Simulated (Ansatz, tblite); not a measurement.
Removing and adding an electron: Ga₄N₄H₁₄, a cluster cut from wurtzite GaN (hydrogen-capped). Charge 0, multiplicity 1. Geometry: r2SCAN-D4/def2-SVP. Ansatz, gas phase; energy differences of separate SCF runs; the oxidised species was run as a doublet alone; the reduced species was run as a doublet alone.

```xyz
22

Ga   -0.313    2.058    0.478
N    -0.043    1.362   -1.431
Ga    2.052   -0.212    0.553
N     0.414    0.478    1.409
N     1.121   -1.395   -0.838
Ga   -0.473   -0.546   -1.609
Ga   -0.944   -0.928    1.676
N    -1.798   -0.799   -0.183
H     0.595    3.322    0.662
H    -1.888    2.126    0.597
H     0.941    1.522   -1.670
H    -0.581    1.939   -2.083
H     2.744    0.891   -0.345
H     2.871   -1.146    1.508
H     0.689    0.795    2.346
H     1.795   -1.671   -1.557
H     0.858   -2.264   -0.362
H    -0.891   -1.029   -3.033
H    -2.025   -0.514    2.733
H    -0.296   -2.371    1.654
H    -2.442   -0.001   -0.160
H    -2.386   -1.620   -0.346
```

The xTB rows come from tblite.

```json
{"level": "GFN1-xTB", "−HOMO (eV)": "10.16", "vertical IE (eV)": "12.55", "−LUMO (eV)": "4.30", "vertical EA (eV)": "2.16", "HOMO–LUMO gap (eV)": "5.85", "IE − EA (eV)": "10.39", "remarks": "–"}
{"level": "GFN2-xTB", "−HOMO (eV)": "11.23", "vertical IE (eV)": "13.28", "−LUMO (eV)": "5.61", "vertical EA (eV)": "3.42", "HOMO–LUMO gap (eV)": "5.62", "IE − EA (eV)": "9.86", "remarks": "–"}
{"level": "PBE0-D4/def2-TZVP", "−HOMO (eV)": "7.52", "vertical IE (eV)": "9.26", "−LUMO (eV)": "0.14", "vertical EA (eV)": "-0.99", "HOMO–LUMO gap (eV)": "7.38", "IE − EA (eV)": "10.25", "remarks": "HOMO above zero (-1 doublet)"}
```

Question: Estimate the rows for PBE-D4/def2-TZVP, r2SCAN0-D4/def2-TZVP.

Answer: 
| level | −HOMO (eV) | vertical IE (eV) | −LUMO (eV) | vertical EA (eV) | HOMO–LUMO gap (eV) | IE − EA (eV) | remarks |
| --- | --- | --- | --- | --- | --- | --- | --- |
| PBE-D4/def2-TZVP | 6.29 | – | 0.95 | -0.67 | 5.34 | – | HOMO above zero (-1 doublet) |
| r2SCAN0-D4/def2-TZVP | 7.72 | 9.39 | -0.11 | -1.12 | 7.83 | 10.51 | HOMO above zero (-1 doublet) |

Run but left out: PBE-D4/def2-TZVP (charge +1 doublet: an occupied level 0.13 eV above an empty one).   A HOMO above zero means that the electron is unbound at that level or that self-interaction error raises the level; the energy of removing that electron tells which. Raw xTB energy differences between charge states are shifted by several eV; the methods need an empirical correction for them. Sets without diffuse functions give affinities that are too small. A negative affinity means that the extra electron isn't bound; its size then hangs on the basis.
